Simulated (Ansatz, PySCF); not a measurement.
The pair A = CH4O (SMILES CO) (first 6 atoms), B = H4OSi (SMILES O[SiH3]); geometry from B3LYP-D3(BJ)/def2-TZVP.
(charge 0, multiplicity 1):
```xyz
12

C     -0.063     0.092     0.184
O     -0.998     0.348     1.236
H     -0.101    -0.951    -0.143
H      0.925     0.296     0.590
H     -0.239     0.751    -0.669
H     -1.890     0.168     0.922
O     -0.057    -1.031     3.446
Si     1.037    -0.237     4.375
H     -0.478    -0.540     2.717
H      2.127     0.360     3.557
H      1.620    -1.231     5.303
H      0.424     0.862     5.165
```

Correlated levels freeze the cores. Rows in 6-31G* carry no dispersion term and start afresh at each structure (6-31G* with six Cartesian d functions).

Codes used: Ansatz (a first-principles code); PySCF for 6-31G* rows. Each number belongs to the level named beside it.

Total energies (hartree), monomers frozen at their geometry in the pair:

```
structure              B3LYP/6-31G*  B3LYP/def2-TZVPPD  CCSD(T)/aug-cc-pV(D+d)Z
---------------------  ------------  -----------------  -----------------------
AB                     -482.8712717       -483.0175444             -481.9970702
A in the pair's basis  -115.7164568       -115.7804660             -115.4568115
B in the pair's basis  -367.1433074       -367.2274556             -366.5297042
A                      -115.7139770       -115.7804137             -115.4554108
B                      -367.1423393       -367.2273684             -366.5284881
```

Question: Work out the interaction energy without and with the counterpoise correction, and the superposition error, for each level.

Answer: 
E(AB) − E(A) − E(B), times 627.509 kcal/mol, with the monomers in their own basis and then in the pair's basis:
- B3LYP/6-31G*: -9.38 uncorrected, -7.22 corrected; the monomers gain 2.16 kcal/mol from borrowed functions
- B3LYP/def2-TZVPPD: -6.13 uncorrected, -6.04 corrected; the monomers gain 0.09 kcal/mol from borrowed functions
- CCSD(T)/aug-cc-pV(D+d)Z: -8.27 uncorrected, -6.62 corrected; the monomers gain 1.64 kcal/mol from borrowed functions
